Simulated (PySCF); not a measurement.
Input of a run (PBE0-D3(BJ)/def2-SVP geometry optimisation, gas phase (PySCF 2.14.0)), started from GFN2-xTB:
```
{"job": {"xc": "PBE0", "basis": "def2-SVP", "d3": "d3bj", "grid": 1, "kind": "geom"}, "charge": 0, "multiplicity": 1}
C     -1.397789     1.796835     0.057983
B     -0.722660     0.373424     0.056539
C     -1.582173    -0.909347    -0.253438
C      0.823728     0.269476     0.390320
C      1.450007    -1.111888     0.304373
S      3.202935    -1.131391     0.845570
H     -0.725149     2.614853     0.303779
H     -1.837101     2.011955    -0.915498
H     -2.227084     1.826303     0.763770
H     -1.598938    -1.571083     0.612090
H     -1.148965    -1.496791    -1.061459
H     -2.614582    -0.694563    -0.517200
H      1.381066     0.951967    -0.260398
H      0.978969     0.656549     1.402981
H      1.419134    -1.509225    -0.709923
H      0.957049    -1.814106     0.974794
H      3.634556    -0.250939    -0.055807
```

Output (energies in Eh, forces in Eh/bohr):
```
step   0  E = -581.48212872  max force = 0.014866
step   1  E = -581.48429489  max force = 0.003104
step   2  E = -581.48435264  max force = 0.000574
step   3  E = -581.48435730  max force = 0.000175
optimisation converged
```

Q: Summarise the run.

A: The energy falls by 1.4 kcal/mol over 4 energy and gradient evaluations, the largest force component goes from 0.0149 to 1.7e-04 Eh/bohr, and the atoms move by 0.030 Å rms after alignment. The bond that changes most is S6–H17 (thiol sulfur to S–H hydrogen), which lengthens by 0.019 Å. Bonds longer at the end by more than 0.005 Å: 11 of 16; shorter: 2. Among the angles that change most is H15–C5–H16, from 109.0° to 106.1°. The energy never rose by more than 1e-6 Eh on the way. The first step brought 97 % of the lowering.

Q: What are the final bond lengths?

A: C1–B2 1.572 Å, B2–C3 1.574 Å, B2–C4 1.580 Å, C4–C5 1.517 Å, C5–S6 1.823 Å, C1–H7 1.100 Å, C1–H8 1.105 Å, C1–H9 1.105 Å, C3–H10 1.106 Å, C3–H11 1.104 Å, C3–H12 1.100 Å, C4–H13 1.108 Å, C4–H14 1.108 Å, C5–H15 1.101 Å, C5–H16 1.101 Å, S6–H17 1.351 Å. Numbering counts from 1 in the input's order; the species is `CB(C)CCS`.

The run used 143 basis functions and 25 SCF cycles in all.

Not checked by PBE0-D3(BJ)/def2-SVP frequencies. One conformer, not necessarily the lowest.

The values belong to the conformer `[CH3:1][B:2]([CH3:3])[CH2:4][CH2:5][SH:6]`: C1–B2–C4–C5 -177°, B2–C4–C5–S6 -174°, H–S6–C5–C4 -60°.
